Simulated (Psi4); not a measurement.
Torsional profile of SMILES B[SiH2]C(C)C. Scanned: dihedral B1–Si2–C3–C4; all other coordinates were relaxed at GFN2-xTB.

Geometry of the scan point at -150° (Å):
```
16

B      2.2864    -0.3258    -0.4149
Si     1.0962     0.2865     1.0086
C     -0.7272     0.1831     0.3736
C     -1.6159     1.2407     1.0177
C     -0.7914     0.3161    -1.1470
H      2.5458    -1.4578    -0.5616
H      2.7529     0.4192    -1.1872
H      1.1093    -0.4645     2.2804
H      1.2962     1.6872     1.4358
H     -1.1264    -0.8016     0.6395
H     -2.6484     1.1356     0.6830
H     -1.2738     2.2386     0.7526
H     -1.5970     1.1517     2.1013
H     -1.8199     0.2332    -1.5008
H     -0.2001    -0.4592    -1.6337
H     -0.4072     1.2845    -1.4636
```

Level of theory: Psi4 with PBE-D3(BJ)/def2-TZVP // GFN2-xTB.

Scanned values (°): -150, -120, -90, -60, -30, 0, 30, 60, 90, 120, 150, 180.

At which scan points does the profile have its minima and maxima, and how high do they lie?

Lower than their neighbours: -60° (0.52 kcal/mol), 60° (0.00 kcal/mol), 180° (0.01 kcal/mol). Higher than their neighbours: -120° (2.14 kcal/mol), 0° (2.12 kcal/mol), 120° (1.38 kcal/mol). The whole profile spans 2.14 kcal/mol.
